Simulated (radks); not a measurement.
Values are calculated unless marked as measured or tabulated.
The mean radii <r> (bohr) of the occupied orbitals of an atom or ion are listed with their occupations. Level of theory: scalar-relativistic Kohn-Sham, PW91, spin-polarised, spherical densities, point nucleus (a radial shooting solver on a logarithmic mesh with Libxc functionals).

| orbital | occ. | <r> |
|---|---|---|
| 1s up | 1 | 0.01686 |
| 1s down | 1 | 0.01686 |
| 2s up | 1 | 0.07111 |
| 2s down | 1 | 0.07111 |
| 2p up | 3 | 0.06424 |
| 2p down | 3 | 0.06424 |
| 3s up | 1 | 0.1838 |
| 3s down | 1 | 0.1838 |
| 3p up | 3 | 0.1851 |
| 3p down | 3 | 0.1851 |
| 3d up | 5 | 0.1677 |
| 3d down | 5 | 0.1677 |
| 4s up | 1 | 0.4070 |
| 4s down | 1 | 0.4070 |
| 4p up | 3 | 0.4335 |
| 4p down | 3 | 0.4335 |
| 4d up | 5 | 0.4584 |
| 4d down | 5 | 0.4584 |
| 5s up | 1 | 0.9268 |
| 5s down | 1 | 0.9266 |
| 4f up | 7 | 0.4986 |
| 4f down | 7 | 0.4986 |
| 5p up | 3 | 1.073 |
| 5p down | 3 | 1.072 |
| 5d up | 5 | 1.630 |
| 5d down | 5 | 1.609 |
| 6s up | 1 | 2.850 |

Name the element and its charge. Open shells, if any, are filled with parallel spins first.

Answer. Z = 79, gold, charge 0: Au in [Xe] 4f14 5d10 6s1. The 1s radius gives Z: for a bare nucleus <r> = (2 gamma + 1)/(2Z) with gamma = sqrt(1 - (Z/c)^2), 0.01667 bohr for Z = 79, and screening makes it slightly larger (0.01686 here). The occupations add up to 79, and the charge is Z minus that.
